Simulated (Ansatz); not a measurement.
Relaxation of [FeH6]4- (FeH₆⁴⁻) with RKS PBE-D4/def2-TZVPD.

```sh
$ ansatz run in.yaml --threads 4 --pin off --events-out ev --progress --plain --max-ram 3916MiB
```

```yaml
crystal:
  periodic: [false, false, false]
  atoms:
    - {symbol: Fe, position_ang: [0.000010, 0.000010, -0.000020]}
    - {symbol: H, position_ang: [-0.010980, -0.005600, 0.905970]}
    - {symbol: H, position_ang: [0.010950, 0.005430, -0.906020]}
    - {symbol: H, position_ang: [0.906000, 0.003100, 0.011020]}
    - {symbol: H, position_ang: [-0.905980, -0.002950, -0.011090]}
    - {symbol: H, position_ang: [-0.003020, 0.906020, 0.005560]}
    - {symbol: H, position_ang: [0.003020, -0.906020, -0.005410]}
basis:
  gaussian: {orbitals: def2-TZVPD}
total_charge: -4
hamiltonian: {xc: pbe, dispersion: d4}
scf: {omitted_lower_state_checks: [starts]}
output: {orbitals: {seedname: orbitals}}
relax: {f_tol: 0.02, max_steps: 100}
```

Hardware: 4 threads of Arm Neoverse V2 on a shared host. Wall time 37 s.

Positions (Å) and forces (eV/Å) at steps 1, 2, 3, 4, 5, 6, 7, 8, 9, 10, 11, 12, 13, 14, 16, 17, 18, 19, 21 of 21:

```xyz
7
step=1 energy=-34417.1358 eV
Fe    0.000    0.000    0.000    0.006    0.002   -0.014
H    -0.011   -0.006    0.906   -0.474   -0.245   38.977
H     0.011    0.005   -0.906    0.470    0.230  -38.976
H     0.906    0.003    0.011   38.979    0.135    0.474
H    -0.906   -0.003   -0.011  -38.979   -0.125   -0.477
H    -0.003    0.906    0.006   -0.131   38.986    0.244
H     0.003   -0.906   -0.005    0.129  -38.983   -0.228
7
step=2 energy=-34446.0778 eV
Fe    0.000    0.000    0.000    0.013    0.006   -0.029
H    -0.013   -0.007    1.101   -0.171   -0.154   13.720
H     0.013    0.007   -1.101    0.162    0.012  -13.721
H     1.101    0.004    0.013   13.721    0.117    0.163
H    -1.101   -0.004   -0.013  -13.722    0.019   -0.171
H    -0.004    1.101    0.007   -0.044   13.678    0.102
H     0.004   -1.101   -0.007    0.041  -13.677   -0.065
7
step=3 energy=-34451.7096 eV
Fe    0.000    0.000    0.000    0.059    0.003   -0.086
H    -0.015   -0.009    1.247   -0.062   -0.931    3.821
H     0.015    0.006   -1.248    0.031   -0.885   -3.832
H     1.248    0.006    0.015    3.823    0.920    0.065
H    -1.248   -0.002   -0.015   -3.830    0.892   -0.028
H    -0.004    1.247    0.008   -0.022    3.840    0.054
H     0.004   -1.247   -0.007    0.001   -3.840    0.007
7
step=4 energy=-34453.8735 eV
Fe    0.001    0.000   -0.001    0.187   -0.001   -0.205
H    -0.017   -0.077    1.328   -0.107   -2.148    2.217
H     0.015   -0.061   -1.331   -0.053   -2.117   -2.247
H     1.330    0.074    0.016    2.226    2.137    0.048
H    -1.329    0.064   -0.016   -2.240    2.130   -0.006
H    -0.004    1.329    0.010   -0.022    2.891    0.113
H     0.004   -1.329   -0.006    0.009   -2.892    0.081
7
step=5 energy=-34455.9239 eV
Fe    0.003    0.000   -0.004    0.162   -0.007   -0.187
H    -0.022   -0.235    1.437   -0.075   -1.187    0.004
H     0.013   -0.218   -1.447   -0.074   -1.203   -0.047
H     1.445    0.231    0.018    0.033    1.197    0.024
H    -1.440    0.221   -0.017   -0.019    1.200    0.023
H    -0.004    1.455    0.015   -0.027    1.160    0.105
H     0.005   -1.454   -0.002   -0.001   -1.161    0.079
7
step=6 energy=-34456.6038 eV
Fe    0.013    0.000   -0.014    0.065   -0.002   -0.120
H    -0.038   -0.422    1.445   -0.023   -0.305   -0.725
H    -0.003   -0.410   -1.476   -0.041   -0.363    0.680
H     1.471    0.421    0.019   -0.685    0.341    0.017
H    -1.450    0.412   -0.016    0.732    0.332    0.033
H    -0.005    1.546    0.032   -0.026    0.059    0.074
H     0.012   -1.547    0.010   -0.022   -0.063    0.042
7
step=7 energy=-34456.8867 eV
Fe    0.023   -0.001   -0.025   -0.028    0.019   -0.073
H    -0.052   -0.557    1.341    0.010    0.117   -0.366
H    -0.019   -0.562   -1.397   -0.005    0.045    0.359
H     1.390    0.565    0.020   -0.342   -0.069    0.010
H    -1.346    0.557   -0.013    0.397   -0.100    0.011
H    -0.009    1.541    0.055   -0.012   -0.194    0.053
H     0.014   -1.544    0.020   -0.019    0.183    0.005
7
step=8 energy=-34456.9237 eV
Fe    0.027   -0.001   -0.033    0.018    0.011   -0.130
H    -0.054   -0.574    1.290    0.004    0.114   -0.009
H    -0.025   -0.603   -1.355   -0.004    0.061    0.035
H     1.348    0.597    0.019   -0.017   -0.075    0.014
H    -1.295    0.585   -0.015    0.032   -0.102    0.005
H    -0.012    1.515    0.074   -0.011   -0.080    0.064
H     0.011   -1.519    0.020   -0.023    0.071    0.021
7
step=9 energy=-34456.9709 eV
Fe    0.052   -0.001   -0.098    0.381    0.119   -0.123
H    -0.034   -0.460    1.256   -0.102   -0.032    0.066
H    -0.031   -0.610   -1.403   -0.133   -0.201   -0.200
H     1.373    0.570    0.005    0.091    0.114    0.022
H    -1.277    0.515   -0.054   -0.188    0.083   -0.005
H    -0.042    1.466    0.220   -0.030   -0.074    0.157
H    -0.040   -1.481    0.074   -0.019   -0.009    0.083
7
step=10 energy=-34457.0357 eV
Fe    0.098    0.002   -0.178    0.344    0.128    0.754
H    -0.044   -0.348    1.211   -0.160   -0.058   -0.016
H    -0.075   -0.651   -1.469   -0.302   -0.132   -0.366
H     1.417    0.573   -0.009    0.306    0.179   -0.028
H    -1.251    0.460   -0.105   -0.384    0.193   -0.148
H    -0.073    1.404    0.403    0.032   -0.569   -0.195
H    -0.072   -1.439    0.148    0.164    0.260   -0.001
7
step=11 energy=-34457.0972 eV
Fe    0.157   -0.002   -0.224   -0.322   -0.024    1.441
H    -0.115   -0.264    1.187    0.000   -0.059   -0.339
H    -0.186   -0.675   -1.529   -0.141    0.263    0.005
H     1.490    0.597   -0.034    0.258    0.111   -0.141
H    -1.228    0.445   -0.195   -0.248    0.207   -0.301
H    -0.094    1.297    0.565    0.155   -0.670   -0.610
H    -0.025   -1.399    0.231    0.298    0.173   -0.055
7
step=12 energy=-34457.2051 eV
Fe    0.182   -0.020   -0.148   -0.864   -0.245   -0.150
H    -0.258   -0.336    1.237    0.115    0.238   -0.453
H    -0.332   -0.625   -1.528    0.328    0.420    0.635
H     1.556    0.645   -0.084   -0.327   -0.197   -0.166
H    -1.240    0.532   -0.314    0.609   -0.102   -0.007
H    -0.064    1.238    0.555   -0.043   -0.078    0.088
H     0.156   -1.434    0.283    0.181   -0.036    0.051
7
step=13 energy=-34457.3419 eV
Fe    0.157   -0.044   -0.117   -0.054   -0.212   -0.073
H    -0.446   -0.313    1.172   -0.025    0.165    0.005
H    -0.368   -0.550   -1.396    0.049    0.030   -0.139
H     1.474    0.611   -0.164    0.054   -0.020   -0.123
H    -1.165    0.517   -0.378    0.078    0.193    0.106
H     0.037    1.213    0.596   -0.244    0.088    0.133
H     0.312   -1.434    0.288    0.143   -0.243    0.091
7
step=14 energy=-34457.3762 eV
Fe    0.163   -0.073   -0.111   -0.252    0.166    0.132
H    -0.503   -0.253    1.164    0.034   -0.116    0.056
H    -0.368   -0.526   -1.407   -0.013   -0.007   -0.157
H     1.482    0.582   -0.237   -0.010    0.040   -0.009
H    -1.120    0.581   -0.370    0.097   -0.045   -0.061
H    -0.043    1.155    0.640    0.118    0.043   -0.037
H     0.389   -1.466    0.322    0.026   -0.080    0.075
7
step=16 energy=-34457.3855 eV
Fe    0.148   -0.076   -0.104    0.008   -0.019    0.002
H    -0.512   -0.278    1.177   -0.013    0.008   -0.008
H    -0.353   -0.511   -1.431    0.008    0.013   -0.005
H     1.460    0.589   -0.250    0.002    0.004   -0.007
H    -1.124    0.580   -0.369   -0.010   -0.012    0.017
H    -0.010    1.167    0.631    0.008    0.001   -0.003
H     0.393   -1.471    0.345   -0.004    0.005    0.005
7
step=17 energy=-34457.3878 eV
Fe    0.148   -0.086   -0.103   -0.080   -0.067    0.023
H    -0.554   -0.261    1.164    0.035   -0.004   -0.047
H    -0.334   -0.480   -1.450    0.012    0.023   -0.005
H     1.450    0.591   -0.263    0.038    0.010   -0.007
H    -1.139    0.543   -0.333   -0.024    0.012   -0.005
H     0.030    1.166    0.620    0.006    0.022    0.012
H     0.399   -1.473    0.364    0.014    0.005    0.029
7
step=18 energy=-34457.3893 eV
Fe    0.145   -0.096   -0.102   -0.119   -0.059    0.024
H    -0.589   -0.251    1.150    0.056   -0.011   -0.056
H    -0.317   -0.446   -1.471    0.012    0.026    0.011
H     1.444    0.586   -0.278    0.042    0.001   -0.007
H    -1.157    0.513   -0.303   -0.014    0.012   -0.021
H     0.063    1.165    0.612    0.003    0.017    0.017
H     0.410   -1.471    0.391    0.020    0.014    0.031
7
step=19 energy=-34457.3909 eV
Fe    0.139   -0.103   -0.103   -0.103   -0.033    0.010
H    -0.613   -0.248    1.139    0.046   -0.008   -0.046
H    -0.306   -0.410   -1.489    0.013    0.018    0.033
H     1.445    0.571   -0.293    0.020   -0.004    0.000
H    -1.175    0.491   -0.286    0.010    0.003   -0.014
H     0.085    1.162    0.610    0.003   -0.002    0.005
H     0.426   -1.463    0.422    0.012    0.026    0.012
7
step=21 energy=-34457.3920 eV
Fe    0.129   -0.104   -0.107    0.010   -0.010   -0.011
H    -0.626   -0.262    1.125   -0.002    0.001    0.001
H    -0.313   -0.393   -1.493   -0.007    0.002   -0.005
H     1.451    0.543   -0.288    0.003    0.007    0.003
H    -1.185    0.494   -0.277   -0.003    0.002    0.002
H     0.088    1.165    0.600   -0.001    0.002    0.001
H     0.455   -1.443    0.440   -0.002   -0.004    0.008
```

A multiply charged anion in the gas phase is held together partly by the finite basis. The restricted singlet is unstable: a solution with broken spin symmetry lies lower. The highest occupied level of the charge -4 singlet lies above zero (up to 11.97 eV). The electron is either unbound and held by the finite basis, or the level is raised by self-interaction error. The order of the spin states hangs on the level: the quintet lies 0.99 eV below the singlet at PBE0-D4/def2-TZVPD, but 0.29 eV above it at PBE-D4/def2-TZVPD. The singlet is doubtful at PBE0-D4/def2-TZVPD (restricted singlet, unstable towards broken spin symmetry). The singlet is doubtful at PBE-D4/def2-TZVPD (restricted singlet, unstable towards broken spin symmetry).
